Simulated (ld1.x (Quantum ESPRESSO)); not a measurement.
Logarithmic derivatives: gallium (Ga), TM semilocal

| Quantity | Value |
| --- | --- |
| Element | gallium |
| Generator | ld1.x (Quantum ESPRESSO) 7.5 |
| Type | norm-conserving Troullier–Martins (semilocal form) |
| Functional | PBE |
| Relativity | scalar-relativistic |
| Frozen core | [Ar] 3d10 |
| Valence charge | 3 |
| Reference configuration | 4s2 4p1 |
| Partial waves | 4s (bound): rc 1.30 bohr; 4d channel at 1.34 Ry: rc 2.05 bohr; 4p (bound): rc 2.20 bohr |
| Local potential | the p channel |
| Core correction | a·sin(br)/r model core inside 0.80 bohr |

The phase is arctan(r·u′/u) with u = r·R(r), unwrapped; energies in Ry, scanned from -3 to 5 Ry. A pole is an energy at which the radial function vanishes at the test radius. The pseudo phase is shifted by a multiple of π to meet the all-electron one at the reference energy, and phase errors are pseudo minus all-electron; the curves can meet again beyond the range given. Levels narrower than the energy grid can be missing from the lists of poles.

Problem. For each channel, where are the poles, and over which energies does the pseudopotential scatter like the atom?

Solution.

```json
{"channel": "s", "radius (bohr)": "2.39", "reference energy (Ry)": "-0.66", "poles, all-electron": "0.98", "poles, pseudo": "0.89, 4.22", "unbroken range about the reference energy with phases within 0.05 rad": "below 1.8", "phase error 1 Ry above the reference energy (rad)": "-0.007"}
{"channel": "p", "radius (bohr)": "2.39", "reference energy (Ry)": "-0.19", "poles, all-electron": "2.19", "poles, pseudo": "2.11", "unbroken range about the reference energy with phases within 0.05 rad": "below 3.9", "phase error 1 Ry above the reference energy (rad)": "-0.005"}
{"channel": "d", "radius (bohr)": "2.39", "reference energy (Ry)": "1.34", "poles, all-electron": "-1.35, 4.37", "poles, pseudo": "3.39", "unbroken range about the reference energy with phases within 0.05 rad": "-0.7 to 2.0", "phase error 1 Ry above the reference energy (rad)": "-0.064"}
```

Phases in the p channel:

```json
{"E (Ry)": "-3.00", "all-electron": "1.298", "pseudo": "1.297"}
{"E (Ry)": "-2.76", "all-electron": "1.283", "pseudo": "1.282"}
{"E (Ry)": "-2.52", "all-electron": "1.266", "pseudo": "1.265"}
{"E (Ry)": "-2.28", "all-electron": "1.245", "pseudo": "1.244"}
{"E (Ry)": "-2.04", "all-electron": "1.220", "pseudo": "1.219"}
{"E (Ry)": "-1.80", "all-electron": "1.189", "pseudo": "1.188"}
{"E (Ry)": "-1.56", "all-electron": "1.149", "pseudo": "1.148"}
{"E (Ry)": "-1.32", "all-electron": "1.096", "pseudo": "1.095"}
{"E (Ry)": "-1.08", "all-electron": "1.023", "pseudo": "1.022"}
{"E (Ry)": "-0.84", "all-electron": "0.915", "pseudo": "0.914"}
{"E (Ry)": "-0.60", "all-electron": "0.746", "pseudo": "0.745"}
{"E (Ry)": "-0.36", "all-electron": "0.464", "pseudo": "0.463"}
{"E (Ry)": "-0.12", "all-electron": "0.013", "pseudo": "0.013"}
{"E (Ry)": "0.12", "all-electron": "-0.509", "pseudo": "-0.510"}
{"E (Ry)": "0.36", "all-electron": "-0.893", "pseudo": "-0.896"}
{"E (Ry)": "0.60", "all-electron": "-1.125", "pseudo": "-1.129"}
{"E (Ry)": "0.84", "all-electron": "-1.268", "pseudo": "-1.273"}
{"E (Ry)": "1.08", "all-electron": "-1.362", "pseudo": "-1.367"}
{"E (Ry)": "1.32", "all-electron": "-1.429", "pseudo": "-1.435"}
{"E (Ry)": "1.56", "all-electron": "-1.479", "pseudo": "-1.486"}
{"E (Ry)": "1.80", "all-electron": "-1.519", "pseudo": "-1.527"}
{"E (Ry)": "2.04", "all-electron": "-1.552", "pseudo": "-1.562"}
{"E (Ry)": "2.28", "all-electron": "-1.581", "pseudo": "-1.592"}
{"E (Ry)": "2.52", "all-electron": "-1.606", "pseudo": "-1.620"}
{"E (Ry)": "2.76", "all-electron": "-1.630", "pseudo": "-1.646"}
{"E (Ry)": "3.00", "all-electron": "-1.653", "pseudo": "-1.672"}
{"E (Ry)": "3.24", "all-electron": "-1.675", "pseudo": "-1.700"}
{"E (Ry)": "3.48", "all-electron": "-1.698", "pseudo": "-1.729"}
{"E (Ry)": "3.72", "all-electron": "-1.722", "pseudo": "-1.762"}
{"E (Ry)": "3.96", "all-electron": "-1.749", "pseudo": "-1.801"}
{"E (Ry)": "4.20", "all-electron": "-1.779", "pseudo": "-1.849"}
{"E (Ry)": "4.44", "all-electron": "-1.814", "pseudo": "-1.912"}
{"E (Ry)": "4.68", "all-electron": "-1.857", "pseudo": "-2.002"}
{"E (Ry)": "4.92", "all-electron": "-1.911", "pseudo": "-2.140"}
```
